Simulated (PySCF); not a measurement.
Potential energy curve for SMILES [F][Be][F] (BeF₂). The Be1–F3 bond (Be1 also carries F; F3 carries nothing else) is pulled apart rigidly from the PBE0/def2-TZVP optimised geometry.

Method: CCSD(T) on UHF/cc-pVDZ, 2 core orbitals frozen (PySCF).

Task: Relative to R = 1.42 Å, what are the energies at R = 1.16, 1.35, 2.26, 3.39 Å?

Result: 176.3 kJ/mol at 1.16 Å, 8.3 kJ/mol at 1.35 Å, 366.6 kJ/mol at 2.26 Å, 635.7 kJ/mol at 3.39 Å.

The unrestricted determinant behind UCCSD(T) is spin-contaminated at 2.26 to 4.78 Å (<S²> up to 1.0, against 0.00 for a pure singlet).
